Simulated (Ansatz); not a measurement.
Basis-set extrapolation for C₅H₁₃NO₂Si₂, SMILES `C=C[Si@@H](O)N(C)[Si@@H](O)C=C` (PBE0-D4/def2-TZVP geometry, frozen core, the Gaussian-basis code of Ansatz). Multiplicity 1, RHF reference.

```json
{"": "HF", "def2-TZVPP": "-979.272325", "def2-QZVPP": "-979.309852"}
{"": "MP2 correlation", "def2-TZVPP": "-1.745605", "def2-QZVPP": "-1.870521"}
{"": "CCSD(T) correlation", "def2-TZVPP": "-1.895556", "def2-QZVPP": "not run"}
```

Energies in hartree. Use E(X) = E(∞) + A·exp(−7.88·√X) for Hartree–Fock and E(X) = E(∞) + B·X^(−2.97) for correlation, with X = 3 and 4, and add CCSD(T) minus MP2 of the smaller set to the MP2 limit.

Question: What is the CCSD(T) energy at the basis-set limit?

Answer: HF limit: -979.309852 + (-0.037527) × 0.13774 = -979.31502. MP2 limit: -1.870521 + (-0.124916) × 0.74074 = -1.96305. Higher-order term: -1.895556 − (-1.745605) = -0.14995. Total: -981.42802 hartree, 7.08 eV below CCSD(T)/def2-TZVPP.
